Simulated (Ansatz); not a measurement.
Basis-set extrapolation for `C=C([SiH3])NC` (PBE0-D4/def2-TZVP geometry, frozen core, Ansatz). Multiplicity 1, RHF reference.

|  | def2-TZVPP | def2-QZVPP |
| --- | --- | --- |
| HF | -462.265630 | -462.282849 |
| MP2 correlation | -0.842573 | -0.898406 |
| CCSD(T) correlation | -0.933788 | not run |

Energies in hartree. Use E(X) = E(∞) + A·exp(−7.88·√X) for Hartree–Fock and E(X) = E(∞) + B·X^(−2.97) for correlation, with X = 3 and 4, and add CCSD(T) minus MP2 of the smaller set to the MP2 limit.

**Question.** What is the CCSD(T) energy at the basis-set limit?

**Answer.** HF limit: -462.282849 + (-0.017219) × 0.13774 = -462.28522. MP2 limit: -0.898406 + (-0.055833) × 0.74074 = -0.93976. Higher-order term: -0.933788 − (-0.842573) = -0.09121. Total: -463.31619 hartree, 306.6 kJ/mol below CCSD(T)/def2-TZVPP.
